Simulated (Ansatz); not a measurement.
Reaction (ligand exchange at the Si–C bond): `O=C[SiH2][SiH3]` + `BN` → `BN[SiH2][SiH3]` + `C=O`

Calculated with Ansatz (gas phase, PBE0-D4/def2-TZVP geometries, no zero-point term in ΔE). CBS: MP2 limit from def2 TZ/QZ plus the TZ coupled-cluster correction, frozen cores. This one scheme is used for every species. Functionals use def2-TZVPP. One conformer a species, not always the lowest.

`O=C[SiH2][SiH3]`:

Cartesian coordinates in Å:
```
O -1.285 2.389 -0.163
C -1.015 1.388 -0.775
Si -0.871 -0.342 0.063
Si 1.394 -0.733 0.516
H -0.809 1.453 -1.872
H -1.372 -1.367 -0.894
H -1.687 -0.342 1.303
H 1.574 -2.090 1.096
H 1.898 0.284 1.474
H 2.173 -0.641 -0.748
```

`BN`:

Z-matrix (Å, degrees):
```
B
N 1 1.385
H 1 1.197 2 119.0
H 1 1.197 2 119.0 3 -180.0
H 2 1.006 1 123.2 3 -0.0
H 2 1.006 1 123.2 3 180.0
```

`BN[SiH2][SiH3]`:

Z-matrix (Å, degrees):
```
Si
N 1 1.751
Si 1 2.344 2 111.0
H 1 1.490 2 109.6 3 120.2
H 1 1.483 2 107.1 3 -121.4
B 2 1.399 1 126.8 3 114.5
H 2 1.011 1 116.5 3 -63.9
H 3 1.488 1 110.6 2 -63.2
H 3 1.488 1 110.5 2 176.0
H 3 1.490 1 109.9 2 56.4
H 6 1.198 2 119.0 1 1.3
H 6 1.198 2 119.6 1 -178.7
```

`C=O`:

Z-matrix (Å, degrees):
```
C
O 1 1.195
H 1 1.109 2 122.0
H 1 1.109 2 122.0 3 -180.0
```

```csv
level,ΔE (kJ/mol)
revPBE-D4,-37.5
PBE,-32.7
r2SCANh,-44.1
SCS-MP2/def2-TZVPP,-57.9
```

Q: What does CCSD(T)/CBS give? (Best estimate.)

A: The calculation gave: -51.9 kJ/mol. The listed levels differ from it by 14.4, 19.2, 7.8, -6.0 kJ/mol.

Largest T1 diagnostic among the species: 0.016.

From PBE to PBE0 (25 % exact exchange), in def2-TZVPP and without D4, ΔE moves by −8.4 kJ/mol. The D4 term adds −3.4 kJ/mol with B3LYP and −1.9 kJ/mol with PBE0; it sums over pairs of atoms, weighted by their polarisabilities, and B3LYP, whose exchange is more repulsive, gets the larger term.

B3LYP here is the variant with VWN-RPA as its local correlation; programs differ in this.
